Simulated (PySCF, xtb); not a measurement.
Sb(OMe)(SiH3)2 (CH₉OSbSi₂), SMILES C[O][Sb]([SiH3])[SiH3]. The values are those of a single conformer.

Harmonic wavenumbers (cm⁻¹) from GFN2-xTB run with xtb 6.7.1 at its own minimum, in rising order: 39, 61, 71, 82, 89, 107, 159, 226, 282, 300, 382, 390, 405, 414, 428, 724, 763, 783, 794, 801, 814, 1082, 1150, 1153, 1431, 1499, 1508, 2204, 2206, 2229, 2237, 2244, 2247, 2893, 2917, 2971.

**Question.** What does PySCF with r2SCAN-D4/def2-SVP give at its own minimum? (The exact figures need the calculation; the answer reports its results.)

**Answer.** 47, 73, 76, 89, 112, 129, 186, 245, 290, 305, 458, 470, 498, 515, 529, 823, 859, 922, 928, 932, 937, 1101, 1164, 1181, 1456, 1458, 1477, 2198, 2206, 2215, 2221, 2226, 2233, 2934, 2998, 3083. Paired by order, the mean absolute difference is 49 cm⁻¹ and the zero-point energies are 54.4 and 56.6 kcal/mol.
